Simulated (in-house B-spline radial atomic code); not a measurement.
RPA and G0W0 for Be+, [He] 2s1, highest spin, as one setting changes: the highest l of the empty states. Start: PBE. A dash marks a level of low quasi-particle weight. Computed with an all-electron radial atomic-structure program (B-spline basis): all electrons, non-relativistic, point nucleus, each spin shell either full or empty, empty states to the listed l with an (l + 1/2)⁻⁴ tail; G0W0 by contour deformation at full frequency.

RPA overbinds a lone outer s electron by self-correlation, and G0W0 tends to as well.

| highest l of the empty states | RPA summed (Eh) | RPA extrapolated (Eh) | G0W0 level (eV) |
| --- | --- | --- | --- |
| 2 | -0.11803 | -0.12302 | 2s up -18.888 |
| 3 | -0.12104 | -0.12331 | 2s up -18.895 |
| 4 | -0.12217 | -0.12338 | 2s up -18.896 |
| 5 | -0.12268 | -0.12339 | 2s up -18.896 |
| 6 | -0.12294 | -0.12339 | 2s up -18.896 |
| 7 | -0.12309 | -0.12339 | 2s up -18.896 |
| 8 | ? | ? | ? |
| 9 | -0.12323 | -0.12338 | 2s up -18.896 |
| 10 | ? | ? | ? |
| 11 | -0.12329 | -0.12336 | 2s up -18.896 |

(1) What belongs in the row for 8?

(2) What belongs in the row for 10?

## Answers

(1) RPA summed (Eh): -0.12318; RPA extrapolated (Eh): -0.12339; G0W0 level (eV): 2s up -18.896.

(2) RPA summed (Eh): -0.12326; RPA extrapolated (Eh): -0.12337; G0W0 level (eV): 2s up -18.896.
